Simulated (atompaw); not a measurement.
## Ranking PAW (atompaw) potentials for N

All share these settings but for the change named:

- Element: nitrogen (N)
- Generator: atompaw 4.2.0.5
- Type: PAW
- Functional: PBEsol
- Relativity: scalar-relativistic
- Frozen core: [He]
- Valence charge: 5
- Reference configuration: 2s2 2p3
- Partial waves: 2s (bound): rc 2.70 bohr; 2s channel at -1 Ry: rc 2.70 bohr; 2p (bound): rc 2.70 bohr; 2p channel at 0.25 Ry: rc 2.70 bohr; 3d channel at 0.45 Ry: rc 2.70 bohr; 3d channel at 1.35 Ry: rc 2.50 bohr
- Local potential: troulliermartins scheme with l = 3 at -0.5 Ry, radius 2.60 bohr
- Core correction: smooth core density matched at 2.05 bohr
- Augmentation charge: besselshape compensation charge, radius 2.55 bohr; PAW radius 2.70 bohr; waves and projectors: custom polynom2 7 10 vanderbiltortho

Cutoff: the first of the cutoffs (Ry, on a coarse ladder) from which the occupation-weighted sum of valence levels, in a spherical-Bessel basis at the reference potential, stays within 10 and 1 mRy of its value at 400 Ry; the density cutoff is not measured.

The base gives 15 Ry.

Of 7 variants that were run, those that failed, showed a ghost or another fault, or gave nearly equal values are left out.

A variant can come out equal or close to the base.

Task: Rank these variants from softest to hardest (loose cutoff).
A. all radii scaled by about 1.30 (s 3.50, p 3.50, d 3.50 bohr); local potential troulliermartins scheme with l = 3 at -0.5 Ry, radius 3.36 bohr; augmentation besselshape compensation charge, radius 3.30 bohr; PAW radius 3.50 bohr; waves and projectors: custom polynom2 7 10 vanderbiltortho; core correction smooth core density matched at 2.66 bohr
B. augmentation besselshape compensation charge, radius 2.55 bohr; PAW radius 2.70 bohr; waves and projectors: custom rrkj gramschmidtortho
C. local potential troulliermartins scheme with l = 3 at -0.5 Ry, radius 1.10 bohr

Result: A (6 Ry), B (8 Ry), C (15 Ry).
